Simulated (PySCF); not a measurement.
Species: C8H10Si2.
Cartesian coordinates in Å at the GFN2-xTB level; atoms count from 1:
```xyz
20
C8H10Si2 angstrom
Si     4.363   -0.769   -1.336
C      2.941    0.172   -0.623
C      2.002    0.788   -0.169
Si     0.548    1.714    0.503
C     -0.968    0.599    0.325
C     -0.845   -0.776    0.151
C     -1.962   -1.584    0.040
C     -3.229   -1.029    0.099
C     -3.371    0.338    0.271
C     -2.250    1.139    0.383
H      5.552    0.087   -1.288
H      4.032   -1.115   -2.721
H      4.563   -1.980   -0.535
H      0.785    2.027    1.920
H      0.366    2.943   -0.281
H      0.141   -1.216    0.100
H     -1.846   -2.650   -0.094
H     -4.103   -1.659    0.011
H     -4.358    0.777    0.316
H     -2.369    2.206    0.516
```

Probes without a nucleus sit at each ring's centroid and 1 Å off its mean plane on both sides; NICS is minus the shielding there, NICSzz its component along the normal. Level: GIAO PBE0/pcSseg-1 (PySCF, non-relativistic, gas phase) on the GFN2-xTB geometry, one conformer.

Ring bond lengths (Å), with Mayer bond orders in brackets: C5–C6 1.392 (1.42), C6–C7 1.383 (1.44), C7–C8 1.384 (1.43), C8–C9 1.385 (1.43), C9–C10 1.383 (1.45), C10–C5 1.392 (1.41).

Q: What do the NICS probes read (ppm)?

A: 
| ring | type | NICS(0) | NICS(1), two faces | NICS(1)zz, two faces | rms pucker (Å) | centre to ring atoms, mean (Å) |
| --- | --- | --- | --- | --- | --- | --- |
| C5–C6–C7–C8–C9–C10 | 6-membered carbocycle; formal bonds all aromatic | -7.9 | -11.3 / -11.2 | -28.8 / -28.8 | 0.00 | 1.39 |

Q: What can be read from them?

A: 
- C5–C6–C7–C8–C9–C10: mean NICS(1)zz -28.8 ppm, shielded. The ring is flat and has no four-coordinate atom; by the NICS criterion it is aromatic.

Q: And the bond-length index? HOMA takes Krygowski's 1993 parameters.

A: 
- C5–C6–C7–C8–C9–C10: HOMA 1.00 = 1 − EN − GEO, with mean bond length 1.387 Å, EN = α(Ropt − mean)² = 0.001 and GEO = α × variance = 0.004. The geometric and the magnetic index point the same way.

Q: What field does 1 T along the ring normal induce along that normal at the first NICS(1) probe listed for ring C5–C6–C7–C8–C9–C10, 1 Å off the ring?

A: NICSzz × B0 = -28.8 ppm × 1 T = -29 μT, against the applied field.
